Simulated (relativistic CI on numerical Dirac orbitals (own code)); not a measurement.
**Hyperfine structure of Hf64+, mass number 177**

Calculated at this level of theory: Dirac-Coulomb-Breit CI, separate exchange-only KLI orbitals for each configuration, model QED, unscaled Slater integrals (own radial code, finite nucleus).

Configurations in the expansion (outside the closed core 1s2): 2s²2p⁴, 2s2p⁵, 2p⁶, 2p⁵3s, 2p⁵3p, 2s²2p³3s, 2p⁵3d, 2s²2p³3p, 2s²2p³3d, 2s2p⁴3s, 2s2p⁴3p, 2s2p⁴3d, 2s²2p³4s, 2s²2p³4p, 2s²2p³4d, 2s²2p³4f. Levels of other configurations are missing.

Nuclear spin I = 7/2, μ = 0.791 μN, Q = 3.37 b (tables of Stone and Pyykkö). The electronic factors are computed for point nuclear moments, without core polarisation or the Bohr-Weisskopf and QED corrections.

| Level | E (Ry) | A (GHz) | B (GHz) |
| --- | --- | --- | --- |
| 2s²2p⁴ ³P2 | 0.000 | 170.8 | 274 |
| 2s²2p⁴ ³P1 | 90.663 | -156.3 | -2500 |
| 2s²2p⁴ ¹D2 | 92.052 | 501.9 | -5290 |
| 2s2p⁵ ³P°2 | 119.448 | 1287 | -4990 |
| 2s2p⁵ ¹P°1 | 125.446 | -940.7 | -2070 |
| 2s2p⁵ ³P°1 | 213.758 | 3057 | -430 |

Levels with J = 0, under 50 % of one LS term, or S terms without an open s electron are left out. Small factors come from cancelling terms and can be off by tens of per cent or more.

At this charge energies of transitions that change n are usually good to better than 1 %, and those within a shell (Δn = 0) to a few per cent.

Task: Give the hyperfine levels of 2s²2p⁴ ³P2 relative to its centre of gravity.

Result: With K = F(F + 1) − I(I + 1) − J(J + 1), E = AK/2 + B[¾K(K + 1) − I(I + 1)J(J + 1)]/[2I(2I − 1)J(2J − 1)]: F = 3/2: -1391, F = 5/2: -1086, F = 7/2: -590.6, F = 9/2: 163.4, F = 11/2: 1264 GHz.

LS names give the leading component of a level, which can be under half, so a name can repeat, a term be missing and a line seem to break the LS rules.
